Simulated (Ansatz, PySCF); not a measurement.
This PySCF input computes a B3LYP/def2-TZVPD energy:

```python
from pyscf import gto, scf, dft

mol = gto.M(
    atom='''
    B    -1.24759529   -0.15142672   -0.02882995
    F    -1.91314584    0.96459844   -0.00966612
    Br    0.67017969   -0.22640721    0.00660414
    ''',
    basis='def2-tzvpd',
    charge=0,
    spin=1,
    verbose=4,
)

mf = dft.UKS(mol, xc='b3lyp').density_fit(auxbasis='def2-universal-jkfit')
mf.grids.level = 3
mf.conv_tol = 1e-9
mf.max_cycle = 100
mf.max_memory = 1500
mf.kernel()
if not mf.converged:
    mf = mf.newton()
    mf.kernel(mf.make_rdm1())
for _ in range(2):
    mo, _, stable, _ = mf.stability(return_status=True)
    if stable:
        break
    mf.kernel(mf.make_rdm1(mo, mf.mo_occ))
mf.analyze()
```

Task: Write an input for the same energy in Ansatz (an electronic-structure program) and say what it gives.

Result: 
Ansatz 0.2 input:
```yaml
crystal:
  periodic: [false, false, false]
  atoms:
    - {symbol: B, position_ang: [-1.24759529, -0.15142672, -0.02882995]}
    - {symbol: F, position_ang: [-1.91314584, 0.96459844, -0.00966612]}
    - {symbol: Br, position_ang: [0.67017969, -0.22640721, 0.00660414]}
basis:
  gaussian:
    orbitals: def2-TZVPD
hamiltonian:
  xc: {name: B3LYP}
magnetization: {spin_polarized: true, initial_magnetization: 1}
output: {forces: true}
```
It gives -2698.94702 Eh, and PySCF -2698.94706 Eh, a difference of 0.04 mEh, from the treatment of integrals and grids.

It need not be the lowest isomer of its formula.
